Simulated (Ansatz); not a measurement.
The lowest singlet and triplet of CH2 (SMILES [CH2]); geometries from B3LYP-D3(BJ)/def2-TZVP, each state relaxed from the structure named, with no frequency check.
Singlet at the triplet's geometry (charge 0, multiplicity 1):
```xyz
3

C      0.000     0.103     0.000
H     -0.995    -0.313     0.000
H      0.997    -0.306     0.000
```

A positive gap puts the triplet lower; no zero-point energy. R- takes a restricted singlet. U- takes an unrestricted singlet (broken symmetry where lower, unprojected). The triplet is unrestricted in single-reference levels. Active spaces average the two states.

Cores are frozen in the correlated methods.

Codes used: Ansatz (an electronic-structure program) with Gaussian orbitals. 

Question: One of these levels gives 146.0 kJ/mol for the gap E(singlet) − E(triplet), vertical, at the triplet's geometry. Name it.
(A) U-wB97X-V/def2-TZVPP (spin-contaminated)
(B) R-r2SCAN/def2-TZVPP
(C) SA-CASSCF(6,6)/cc-pVTZ
(D) R-wB97M-V/def2-TZVPP

Answer: B, R-r2SCAN/def2-TZVPP. The others give 35.4 (U-wB97X-V/def2-TZVPP (spin-contaminated)), 91.1 (R-wB97M-V/def2-TZVPP), 112.4 (SA-CASSCF(6,6)/cc-pVTZ)

Doubts at one or more of the structures used: a restricted determinant that unrestricted orbitals would lower (R-r2SCAN/def2-TZVPP, R-wB97M-V/def2-TZVPP).
